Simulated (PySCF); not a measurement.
Identify the compound

An unknown has the formula CH4ClFSi. Its calculated NMR data are:

¹H NMR (500 MHz, computed): δ 4.92 (m, 2H), 3.10 (m, 2H).

¹³C{¹H} NMR (computed): δ 28.5 (CH2).

Level of theory: coordinates at the PBE0-D3(BJ)/def2-TZVP level, B97-2/pcSseg-2 with gauge-including orbitals, in PySCF (gas phase, relativity neglected, a single conformation, rapidly exchanging positions averaged).

Scale: ¹H (31.64 ppm) and ¹³C (185.38 ppm) against TMS (reference shieldings calculated alike).

Q: What is the structure?

A: 
- The formula gives 0 degrees of unsaturation.
- Carbon types of the structure: 1 × CH2, leaving 2 H on heteroatoms.
- δC 28.5: sp3 CH2 bonded to Cl and Si; deshielded by the electronegative neighbour.
- δH 4.92: hydrogen on a silicon bonded to C, F.
- δH 3.10: hydrogen on an sp3 CH2 bonded to Cl and Si; its carbon carries Cl, an electronegative neighbour.

The compound is Chloromethylfluorosilane ([SiH2](F)CCl).

Carbons that carry Cl, above all several Cl atoms, come out too deshielded, partly because spin–orbit coupling is missing. Splittings by ¹⁹F in the carbon and heteronuclear signals aren't shown, as no couplings were computed. Shifts are as computed. Against solution values, carbons near 30 ppm lie about +3 ppm off and those near 130 ppm about +7 ppm; carbons on Cl a further +5 ppm. Of 1211 compounds with measured shifts, 218 miss one by over three times the rms of a fit or turn the order of signals round; such compounds aren't used in these exercises. No couplings were computed; multiplicities are counted from neighbouring protons, with m where these are inequivalent, close in shift, in a saturated or five-membered ring or joined by F or P, and br s for small geminal =CH2 splittings.
